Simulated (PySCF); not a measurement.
# Broadened absorption spectrum of C7H15B

Species: C7H15B.
SMILES: `CB(C)CC=C(C)C`

The calculation used TDDFT wB97X-D/def2-SVPD, vertical, gas phase, core orbitals frozen in the response (PySCF). One conformer (not necessarily the lowest) at the PBE0-D3(BJ)/def2-SVP geometry, without solvent, vibrations or thermal averaging. Torsions of this conformer, `[CH3:1][B:2]([CH3:3])[CH2:4][CH:5]=[C:6]([CH3:7])[CH3:8]`: C1–B2–C4–C5 -179°, B2–C4–C5–C6 98°.

Each state is given a Gaussian of 0.4 eV full width at half maximum, with ε(max) = 2.175×10⁸ f / Δν̃ (Δν̃ the width in cm⁻¹). The width is an assumption, not a result. The curve ends short of the highest state used, and states not computed would add to its high-energy end.

λ (nm), ε (L mol⁻¹ cm⁻¹) and a bar:
```
    163.6       1430 #
    165.6       1821 ##
    167.6       2754 ###
    169.6       4231 ####
    171.6       6375 ######
    173.7      10002 ##########
    175.7      15495 ###############
    177.7      22479 ######################
    179.7      28512 ############################
    181.7      30556 ##############################
    183.7      27426 ###########################
    185.7      20714 ####################
    187.7      13350 #############
    189.7       7552 #######
    191.7       3982 ####
    193.7       2181 ##
    195.8       1352 #
    197.8        973 #
    199.8        712 #
    201.8        489 
    203.8        307 
    205.8        180 
    207.8        110 
    209.8         90 
    211.8        110 
    213.8        162 
    215.9        238 
    217.9        315 
    219.9        379 
    221.9        417 
    223.9        419 
    225.9        388 
    227.9        331 
    229.9        262 
    231.9        193 
    233.9        133 
    236.0         84 
    238.0         51 
    240.0         29 
    242.0         16 
    244.0          8 
    246.0          4 
    248.0          2 
    250.0          1
```

Q: Locate the maxima and give the states behind the curve.

A: 223 nm (5.56 eV), ε about 420, made up of S1 (100%); 181 nm (6.83 eV), ε about 31000, made up of S4 (97%) (ε in L mol⁻¹ cm⁻¹; maxima over ε = 5, shares over 10%). The states used: S1 5.56 eV (f 0.0063); S2 6.33 eV (f 0.013); S3 6.68 eV (f 0.0007); S4 6.82 eV (f 0.442); S5 7.14 eV (f 0.056); S6 7.31 eV (f 0.019); S7 7.38 eV (f 0.0031); S8 7.72 eV (f 0.018); S9 8.12 eV (f 0.018); S10 8.18 eV (f 0.0061).

Q: Coming from long wavelengths, where does ε first pass 100 L mol⁻¹ cm⁻¹?

A: At about 235 nm (5.27 eV), 0.29 eV below S1.

Q: On this curve, what absorbance would a 10⁻³ mol/L sample give at 222 nm over a 1 cm path?

A: 222 nm is 5.585 eV, where ε is about 420 L mol⁻¹ cm⁻¹, so A = ε c l ≈ 0.42 (Beer–Lambert, with the gas-phase spectrum and the assumed width).

Q: Does any computed singlet lie in the visible range?

A: No computed singlet lies in the visible range (380 to 750 nm); the lowest, at 223 nm, stands 2.30 eV above its violet end (3.26 eV).

All these states lie below the vertical ionisation energy of 8.25 eV (ΔSCF).

Time: 3.8 min of wall time (grids of density and orbitals included); peak memory 1.4 GiB. Hardware: an Intel Xeon at 2.70 GHz with one thread, shared host with 64 logical CPUs at a one-minute load of 53.
